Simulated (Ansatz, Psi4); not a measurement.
Input for Ansatz (a quantum-chemistry and plane-wave program):
Ansatz 0.2 input:
```yaml
crystal:
  periodic: [false, false, false]
  atoms:
    - {symbol: Al, position_ang: [0.00000000, -0.00000000, 0.00000000]}
    - {symbol: Br, position_ang: [-1.81562918, -1.35122235, -0.10545158]}
    - {symbol: Br, position_ang: [-0.01559147, 2.00311850, -1.05863327]}
    - {symbol: Br, position_ang: [1.83122065, -0.65189615, 1.16408485]}
basis:
  gaussian:
    orbitals: def2-SVP
hamiltonian:
  xc: revpbe
total_charge: 1
magnetization: {spin_polarized: true, initial_magnetization: 1}
accuracy: high
```

Problem. Convert this to an input for Psi4.

Solution. One answer among several that fit: 
```
memory 2 GB

molecule {
1 2
Al    0.00000000   -0.00000000    0.00000000
Br   -1.81562918   -1.35122235   -0.10545158
Br   -0.01559147    2.00311850   -1.05863327
Br    1.83122065   -0.65189615    1.16408485
}

set {
  basis def2-svp
  reference uks
  scf_type pk
  puream true
  d_convergence 1e-8
  dft_radial_points 99
  dft_spherical_points 590
}

energy('revpbe')
print_variables()
```

Both were run: Ansatz gave -7963.004828 Eh and Psi4 -7963.004826 Eh, 0.001 mEh apart.
